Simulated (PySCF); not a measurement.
Be2Cl2F2: core ionisation energies

(ClBe-mu-F)2.
Structure used (PBE0-D3(BJ)/def2-SVP), in Å, numbered top down from 1:
```
atom  x, y, z in Å
Be1    0.7542    0.3926   -0.7406
Cl2    1.9726    1.0257   -1.9463
F3    -0.7441   -0.1113   -0.8193
Be4   -0.7539   -0.3927    0.7410
Cl5   -1.9735   -1.0257    1.9454
F6     0.7447    0.1114    0.8197
```

Computed, not measured: delta-SCF UKS SCAN, pcX-2 on the ionised atom, pcseg-1 elsewhere, spin-free X2C (PySCF 2.14.0). Vertical ΔSCF values, vacuum level as zero.

**Question.** List the computed XPS lines with their assignment.

**Answer.** 
| atom(s) | environment | level | binding energy (eV) | 2p1/2 (eV) | count |
| --- | --- | --- | --- | --- | --- |
| Be1/Be4 | beryllium bonded to Cl and 2 F | Be 1s | 123.63 | – | 2 |
| Cl2/Cl5 | chlorine bonded to Be | Cl 2p3/2 | 206.32 | 207.98 | 2 |
| Cl2/Cl5 | chlorine bonded to Be | Cl 1s | 2828.92 | – | 2 |
| F3/F6 | fluorine bonded to 2 Be | F 1s | 694.69 | – | 2 |

**Question.** Which photon energy gives electrons from Be 1s of Be1/Be4 a kinetic energy of 200 eV, and what is their de Broglie wavelength?

**Answer.** hν = 123.63 + 200 = 323.63 eV, recoil neglected; λ = 12.264 Å/√(E/eV) = 0.87 Å.

The first atom of each set that the bonding makes equivalent was ionised and stands for the set. Spin–orbit and ligand-field terms were added within each 2p shell after the spin-free SCF. 2p1/2 minus 2p3/2 (ligand field included): Cl 1.65 eV. The structure is a single PBE0-D3(BJ)/def2-SVP conformer in the gas phase; no vibrational or solvent corrections.

The run took 8.4 s on Arm Neoverse V1, one thread, no GPU, on a shared host.
